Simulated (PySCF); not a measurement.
**What went wrong, or what changed?**

The sound run of [PbI2]2+ (singlet) uses PySCF 2.14.0, RKS TPSS, Pb def2-SVP with ECP60, I def2-SVP with ECP28; non-relativistic Hamiltonian with scalar-relativistic core potentials where named; density fitting; no spin-orbit coupling, grid (50, 194), threshold 1e-8 and 55 cycles at the relaxed geometry. This run, with dm0 from free metal ions and neutral atoms, differs:

```python
mol = gto.M(atom='''
Pb     0.00000    -0.00000     0.00000
I      0.00000    -0.00000     2.67085
I     -0.00000     0.00000    -2.67085''',
    basis={'Pb': 'def2-SVP', 'I': 'def2-SVP'},
    ecp={'Pb': 'def2-SVP', 'I': 'def2-SVP'},
    charge=2, spin=3)
mf = dft.UKS(mol, xc='TPSS')
mf.grids.atom_grid = (50, 194)
mf = mf.density_fit()  # fitting sets: Pb def2-universal-JKFIT, I def2-universal-JKFIT
mf.conv_tol = 1e-08; mf.max_cycle = 78
mf.kernel(dm0)
```

Q: What was changed, and how did it end?

A: The spin was changed. The program refused it. The cycle limit differs too. These settings are unsound on purpose: the numbers aren't the compound's.
```
RuntimeError: Electron number 70 and spin 3 are not consistent
Note mol.spin = 2S = Nalpha - Nbeta, not 2S+1
```

Run from Python with OMP_NUM_THREADS=2; the lines above give its settings.

No frequency check is given that shows the relaxed geometry to be a minimum.
